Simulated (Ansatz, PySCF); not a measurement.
Species: SiHCl (charge 0, singlet). SMILES: [SiH]Cl
Geometry: optimised at B3LYP-D3(BJ)/def2-TZVP (Ansatz, an electronic-structure program).

Property: atomisation energy, in kcal/mol. Set-up: frozen cores in correlated levels; LANL2DZ with its own core potentials from Na on; no dispersion term unless named; atomisation electronic, to ground-state atoms; open shells spin-unrestricted; 6-311+G** with 5d, 6d on Na to Ar in Ansatz; non-relativistic; spin-orbit terms left out. First-principles rows: single points at B3LYP-D3(BJ) geometries (Ansatz). The Hartree-Fock reference of [SiH]Cl (SiHCl) is unstable towards a lower, spin-broken solution.

```tsv
level	program	atomisation energy (kcal/mol)
HF/LANL2DZ	Ansatz	94.4
HF/6-311+G**	Ansatz	121.5
B3LYP/LANL2DZ	Ansatz	148.2
B3LYP/6-31G	Ansatz	145.8
B3LYP/def2-SVP	Ansatz	172.5
MP2/STO-3G	Ansatz	194.2
B3LYP/def2-TZVPD	Ansatz	175.6
M06-2X/def2-TZVPD	PySCF	180.5
```

No value to compare with is used here. The 6 habitual levels span 94.4 (HF/LANL2DZ) to 194.2 kcal/mol (MP2/STO-3G); B3LYP/def2-TZVPD gives 175.6.

The levels are drawn from those run, B3LYP/6-31G* more often than the rest, none by its result; left out are runs that failed, that the program found above a lower state of the same kind, or whose <S^2> lies over 0.5 above the pure value.
